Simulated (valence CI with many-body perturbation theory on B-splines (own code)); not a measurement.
## Forbidden lines of Ru38+

Level of theory: valence CI with perturbative core correlation (CI+MBPT): four valence electrons over a frozen Dirac-Fock core [He], radial functions for each j: 11 s, 11 p, 9 d, 7 f, 5 g, 2 h, 1 i, with the one-electron correlation potential Σ1, the two-electron term Σ2, the three-electron term Σ3, Breit, model QED; selected CI, second order for the rest (own B-spline code, finite nucleus).

No measured spectrum was set against this ion. As an estimate, large intervals hold to a few tenths of a per cent, small ones and those within an open d or f shell to about a per cent. Among the levels kept, up to 260 cm⁻¹ of a level comes from second order outside the variational space, and about a tenth of that is noise between levels of different J, which matters for small intervals.

Lines 1 to 43 of 43 in falling wavelength, among levels below 29148 × 10³ cm⁻¹, chosen from the decays that carry over 1 % of a level's rate. Wavelengths and rates use the calculated energies. Electric multipoles are in the length gauge, E1 and E2 with the static RPA response of the core. S is in atomic units (e²a₀⁴ for E2 and M2, e²a₀⁶ for E3), for M1 in squared Bohr magnetons. Weak lines are less certain than strong ones. Lines between different terms over intervals too small for the method are left out, as are lines whose strength nearly cancels. The highest levels of a list are the least certain.

Levels are named by their leading jj configuration (3d3/2^4 stands for four electrons in 3d with j = 3/2), which in mixed levels can hold well under half, so a name can repeat and another be missing. Letters in brackets count levels of one name in rising energy.

| λ vac (Å) | Upper | Lower | Type | A (s⁻¹) | S (a.u.) |
| --- | --- | --- | --- | --- | --- |
| 955.1 | (2s^2 2p1/2 2p3/2) J=2 | (2s^2 2p1/2 2p3/2) J=1 | M1 | 6.47e+03 | 1.04e+00 |
| 96.19 | (2s^2 2p1/2 2p3/2) J=1 | (2s^2 2p1/2^2) J=0 | M1 | 1.48e+07 | 1.47e+00 |
| 89.77 | (2s^2 2p3/2^2) J=2 | (2s^2 2p1/2 2p3/2) J=2 | M1 | 1.34e+07 | 1.80e+00 |
| 87.39 | (2s^2 2p1/2 2p3/2) J=2 | (2s^2 2p1/2^2) J=0 | E2 | 8.80e+03 | 2.00e-04 |
| 82.05 | (2s^2 2p3/2^2) J=2 | (2s^2 2p1/2 2p3/2) J=1 | M1 | 1.42e+07 | 1.45e+00 |
| 68.14 | (2s^2 2p3/2^2) J=0 | (2s^2 2p1/2 2p3/2) J=1 | M1 | 4.38e+07 | 5.13e-01 |
| 4.301 | (2s^2 2p3/2 3d5/2) J=4 | (2s 2p3/2^3) J=2 | E2 | 3.74e+08 | 4.42e-06 |
| 4.137 | (2s^2 2p3/2 3d5/2) J=4 | (2s 2p1/2 2p3/2^2) J=2 [b] | E2 | 2.45e+08 | 2.39e-06 |
| 4.073 | (2s^2 2p3/2 3d5/2) J=4 | (2s 2p1/2 2p3/2^2) J=3 | E2 | 4.48e+08 | 4.04e-06 |
| 4.059 | (2s 2p1/2 2p3/2 3p3/2) J=4 | (2s 2p1/2 2p3/2^2) J=2 [b] | E2 | 1.72e+09 | 1.52e-05 |
| 4.050 | (2s^2 2p3/2 3p1/2) J=2 | (2s^2 2p3/2^2) J=0 | E2 | 1.77e+10 | 8.63e-05 |
| 4.038 | (2s^2 2p3/2 3d5/2) J=4 | (2s 2p1/2 2p3/2^2) J=2 [a] | E2 | 1.21e+08 | 1.04e-06 |
| 4.033 | (2s^2 2p1/2 3p1/2) J=1 | (2s^2 2p1/2 2p3/2) J=2 | E2 | 5.69e+10 | 1.63e-04 |
| 4.030 | (2s 2p1/2^2 3p1/2) J=0 | (2s 2p1/2^2 2p3/2) J=2 | E2 | 1.03e+11 | 9.73e-05 |
| 4.016 | (2s^2 2p1/2 3p1/2) J=1 | (2s^2 2p1/2 2p3/2) J=1 | E2 | 5.48e+10 | 1.53e-04 |
| 4.013 | (2s^2 2p3/2 3p1/2) J=1 | (2s^2 2p3/2^2) J=2 | E2 | 6.24e+10 | 1.74e-04 |
| 4.009 | (2s^2 2p3/2 3p1/2) J=2 | (2s^2 2p3/2^2) J=2 | E2 | 7.55e+10 | 3.49e-04 |
| 4.005 | (2s^2 2p1/2 3p1/2) J=0 | (2s^2 2p1/2 2p3/2) J=2 | E2 | 1.01e+11 | 9.31e-05 |
| 3.997 | (2s 2p1/2 2p3/2 3p3/2) J=4 | (2s 2p1/2 2p3/2^2) J=3 | E2 | 2.49e+10 | 2.05e-04 |
| 3.989 | (2s 2p1/2 2p3/2 3p3/2) J=0 [b] | (2s 2p1/2 2p3/2^2) J=2 [b] | E2 | 4.44e+10 | 4.01e-05 |
| 3.972 | (2s^2 2p3/2 3p3/2) J=3 | (2s^2 2p3/2^2) J=2 | E2 | 3.62e+10 | 2.23e-04 |
| 3.970 | (2s^2 2p3/2 3p3/2) J=1 | (2s^2 2p3/2^2) J=2 | E2 | 4.28e+10 | 1.13e-04 |
| 3.969 | (2s 2p1/2^2 3p3/2) J=2 | (2s 2p1/2^2 2p3/2) J=2 | E2 | 3.81e+10 | 1.68e-04 |
| 3.968 | (2s^2 2p1/2 3p3/2) J=2 | (2s^2 2p1/2 2p3/2) J=2 | E2 | 3.73e+10 | 1.64e-04 |
| 3.963 | (2s 2p1/2 2p3/2 3p3/2) J=4 | (2s 2p1/2 2p3/2^2) J=2 [a] | E2 | 1.17e+09 | 9.17e-06 |
| 3.956 | (2s^2 2p1/2 3p3/2) J=1 | (2s^2 2p1/2 2p3/2) J=1 | E2 | 2.74e+10 | 7.11e-05 |
| 3.952 | (2s^2 2p1/2 3p3/2) J=2 | (2s^2 2p1/2 2p3/2) J=1 | E2 | 1.72e+10 | 7.39e-05 |
| 3.931 | (2s^2 2p3/2 3p3/2) J=0 | (2s^2 2p3/2^2) J=2 | E2 | 1.20e+11 | 1.01e-04 |
| 3.930 | (2s 2p1/2 2p3/2 3d5/2) J=5 | (2s 2p1/2 2p3/2^2) J=3 | M2 | 1.09e+09 | 1.00e-05 |
| 3.899 | (2s^2 2p3/2 3d5/2) J=4 | (2s^2 2p3/2^2) J=2 | M2 | 1.01e+09 | 7.30e-06 |
| 3.897 | (2s 2p1/2 2p3/2 3p3/2) J=0 [b] | (2s 2p1/2 2p3/2^2) J=2 [a] | E2 | 2.20e+10 | 1.76e-05 |
| 3.881 | (2s^2 2p3/2 3d5/2) J=4 | (2s 2p1/2^2 2p3/2) J=2 | E2 | 7.49e+08 | 5.30e-06 |
| 3.812 | (2s 2p1/2 2p3/2 3p3/2) J=4 | (2s 2p1/2^2 2p3/2) J=2 | E2 | 6.24e+10 | 4.04e-04 |
| 3.803 | (2s^2 2p3/2 3p3/2) J=3 | (2s^2 2p1/2 2p3/2) J=2 | E2 | 2.73e+10 | 1.36e-04 |
| 3.802 | (2s 2p1/2 2p3/2 3p3/2) J=1 [d] | (2s 2p1/2^2 2p3/2) J=1 | E2 | 4.85e+10 | 1.03e-04 |
| 3.802 | (2s^2 2p3/2 3p3/2) J=1 | (2s^2 2p1/2 2p3/2) J=2 | E2 | 4.08e+10 | 8.68e-05 |
| 3.796 | (2s^2 2p1/2 3p3/2) J=2 | (2s^2 2p1/2^2) J=0 | E2 | 4.90e+10 | 1.72e-04 |
| 3.788 | (2s^2 2p3/2 3p3/2) J=3 | (2s^2 2p1/2 2p3/2) J=1 | E2 | 3.36e+10 | 1.64e-04 |
| 3.784 | (2s^2 2p3/2 3p3/2) J=2 | (2s^2 2p1/2 2p3/2) J=2 | E2 | 3.99e+10 | 1.38e-04 |
| 3.767 | (2s^2 2p3/2 3p3/2) J=0 | (2s^2 2p1/2 2p3/2) J=2 | E2 | 5.87e+10 | 3.97e-05 |
| 3.751 | (2s 2p1/2 2p3/2 3d5/2) J=5 | (2s 2p1/2^2 2p3/2) J=2 | E3 | 1.20e+08 | 4.40e-05 |
| 3.737 | (2s^2 2p3/2 3d5/2) J=4 | (2s^2 2p1/2 2p3/2) J=2 | M2 | 2.93e+08 | 1.72e-06 |
| 3.625 | (2s 2p1/2 2p3/2 3d3/2) J=4 | (2s^2 2p1/2 2p3/2) J=2 | E2 | 6.98e+10 | 3.51e-04 |
